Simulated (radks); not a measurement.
Results of a calculation; reference values are marked as such.
Task: The mean radii <r> (bohr) of the occupied orbitals of an atom or ion are listed with their occupations. Level of theory: scalar-relativistic Kohn-Sham, PBE, spin-unpolarised, spherical densities, point nucleus (a radial shooting solver on a logarithmic mesh with Libxc functionals).

orbital  occ.      <r>
1s          2  0.02274
2s          2  0.09625
2p          6  0.08470
3s          2   0.2385
3p          6   0.2333
3d          2   0.2070

Name the element and its charge.

Result: Z = 62, samarium, charge +42: Sm42+ in [Ar] 3d2. The 1s radius gives Z: for a bare nucleus <r> = (2 gamma + 1)/(2Z) with gamma = sqrt(1 - (Z/c)^2), 0.02245 bohr for Z = 62, and screening makes it slightly larger (0.02274 here). The occupations add up to 20, and the charge is Z minus that.
